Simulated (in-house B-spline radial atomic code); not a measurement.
Configurations of Pt⁵⁺, with energies counted from [Xe] 4f14 5d5. Method: Dirac-Hartree-Fock, average of configuration, Fermi nucleus of rms radius 5.427 fm. Calculated with an all-electron radial atomic-structure program (B-spline basis). Energies include first-order Breit, QED and recoil terms.

Occupations are held fixed; configurations that lie above the ionisation limit could autoionise.

| configuration | E - E(ref) (eV) | highest orbital | its <r> (bohr) |
| --- | --- | --- | --- |
| [Xe] 4f14 5d4 6f1 | 53.092 | 6f7/2 | 4.822 |
| [Kr] 4d10 4f14 5s2 5p5 5d6 | 59.392 | 5d5/2 | 1.384 |
| [Xe] 4f14 5d4 6g1 | 60.308 | 6g7/2 | 7.214 |
| [Kr] 4d10 4f14 5s2 5p5 5d5 5f1 | 100.6 | 5f7/2 | 2.546 |
| [Xe] 4f13 5d5 7s1 | 119.57 | 7s1/2 | 3.866 |
| [Kr] 4d10 4f14 5s2 5p5 5d5 6g1 | 120.38 | 6g7/2 | 7.201 |
| [Xe] 4f13 5d5 7g1 | 141.77 | 7g7/2 | 10.42 |
| [Xe] 4f13 5d5 8g1 | 144.14 | 8g7/2 | 14.14 |

(1) Order these further configurations by energy, lowest first.
A. [Xe] 4f14 5d4 5g1
B. [Kr] 4d10 4f14 5s2 5p5 5d5 5g1
C. [Xe] 4f13 5d5 5g1
D. [Kr] 4d10 4f14 5s2 5p5 5d5 9s1
E. [Kr] 4d10 4f14 5s2 5p5 5d5 7f1

(2) How far above the reference does [Kr] 4d10 4f14 5s2 5p5 5d5 8s1 lie?

(3) How far above the reference does [Xe] 4f14 5d4 9p1 lie?

(4) How far above the reference does [Xe] 4f13 5d5 8s1 lie?

## Answers

(1) A (54.315 eV), B (114.38 eV), E (119.65 eV), D (120.2 eV), C (132.14 eV).

(2) 113.91 eV; its least bound orbital is 8s1/2 with <r> = 6.117 bohr.

(3) 61.539 eV; its least bound orbital is 9p3/2 with <r> = 9.789 bohr.

(4) 131.58 eV; its least bound orbital is 8s1/2 with <r> = 6.092 bohr.
